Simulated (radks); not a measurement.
Results of a calculation; reference values are marked as such.
Spin polarisation of the 4p3 shell in neutral arsenic. Start: [Ar] 3d10 4s2 4p(up 1.5, down 1.5); electrons of 4p are moved from spin down to spin up, other shells keep equal spins. Level of theory: non-relativistic Kohn-Sham, r2SCAN, spin-polarised, spherical densities, point nucleus; meta-GGA in the generalised Kohn-Sham scheme (a radial shooting solver on a logarithmic mesh with Libxc functionals). Estimate the energy gained and the exchange splitting at a moment of 3 Bohr magnetons.

Answer. At moment 3 the spin-polarisation energy is -2.265 eV and the 4p exchange splitting 3.295 eV, that is 1.098 eV per Bohr magneton; E = -I m^2/4 would give I = 1.007 eV.
